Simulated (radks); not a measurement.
Spherical jellium clusters: N electrons in a uniform positive sphere of charge N and radius rs N^(1/3), rs = 2.94 bohr. Calculated with a radial shooting solver with Libxc functionals: non-relativistic Kohn-Sham, PBEsol, spin-polarised, spherical densities. Levels are named by radial order and angular momentum (1s, 1p, 1d, 2s, ...), and open shells are averaged over m.

N = 17, configuration 1s2 1p6 1d(up 5, down 4). This is the lowest configuration that the search found. Occupied levels:

level,occupation,eigenvalue (eV),<r> (bohr)
1s up,1,-7.3432,4.554
1s down,1,-7.2745,4.495
1p up,3,-5.6499,5.662
1p down,3,-5.5386,5.640
1d up,5,-3.7108,6.504
1d down,4,-3.5855,6.506

Energy (eV): total -26.0568, kinetic 50.937, external -1215.0, Hartree 592.88, exchange-correlation -79.068, background 624.17.

Electron density:

r (bohr),n(r) (e/bohr^3)
0.250,0.005064
1.19,0.005675
2.13,0.007064
3.08,0.008927
4.02,0.01047
4.96,0.01062
5.90,0.008789
6.84,0.005639
7.79,0.002757
8.73,0.001097
9.67,0.0003887
10.6,0.0001308
11.6,0.00004342
12.5,0.00001431
